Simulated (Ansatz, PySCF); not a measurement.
System: PO (charge 0, doublet). 
Structure (B3LYP-D3(BJ)/def2-TZVP (Ansatz, a program for electronic structure) minimum search):
SMILES: O=[P]
```xyz
2

P      0.0000     0.0000    -0.5147
O      0.0000     0.0000     0.9651
```
Charge 0, spin multiplicity 2.

Dipole moments at this geometry, in debye (magnitudes).

```json
[
 {"level": "BLYP/def2-TZVPD", "program": "Ansatz", "dipole (D)": "1.85"},
 {"level": "BP86/def2-TZVPD", "program": "PySCF", "dipole (D)": "1.78"},
 {"level": "MN15/def2-TZVPD", "program": "PySCF", "dipole (D)": "2.08"},
 {"level": "wB97M-V/def2-TZVPD", "program": "Ansatz", "dipole (D)": "2.11"},
 {"level": "wB97X-V/def2-TZVPD", "program": "Ansatz", "dipole (D)": "2.09"},
 {"level": "CCSD(T)/aug-cc-pV(D+d)Z", "program": "Ansatz", "dipole (D)": "1.92"}
]
```
